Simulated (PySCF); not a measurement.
H5BFN, singlet (B3LYP/def2-SVP optimised geometry):

```
8

B     -0.863    -0.118     0.000
H     -1.144     1.077     0.000
H     -1.144    -0.729     1.027
F     -1.180    -0.789    -1.178
N      0.815    -0.118     0.000
H      1.175    -1.077    -0.007
H      1.180     0.358     0.828
H      1.174     0.358    -0.832
```

Level of theory: PySCF 2.14.0 with B3LYP/def2-TZVP.

Question: What are the frontier orbital energies and the dipole moment?

Answer: HOMO-2 -10.68 eV, HOMO-1 -8.73 eV, HOMO -7.29 eV, LUMO -0.40 eV, LUMO+1 1.37 eV; dipole moment 5.62 D.

On the same geometry PBE/def2-TZVP in PySCF gives HOMO-2 -9.08 eV, HOMO-1 -7.29 eV, HOMO -5.95 eV, LUMO -0.85 eV, LUMO+1 0.90 eV; dipole moment 5.54 D.

Meta-Löwdin charges at B3LYP/def2-TZVP: B1 0.06, H2 -0.06, H3 -0.06, F4 -0.40, N5 -0.33, H6 0.26, H7 0.26, H8 0.26.
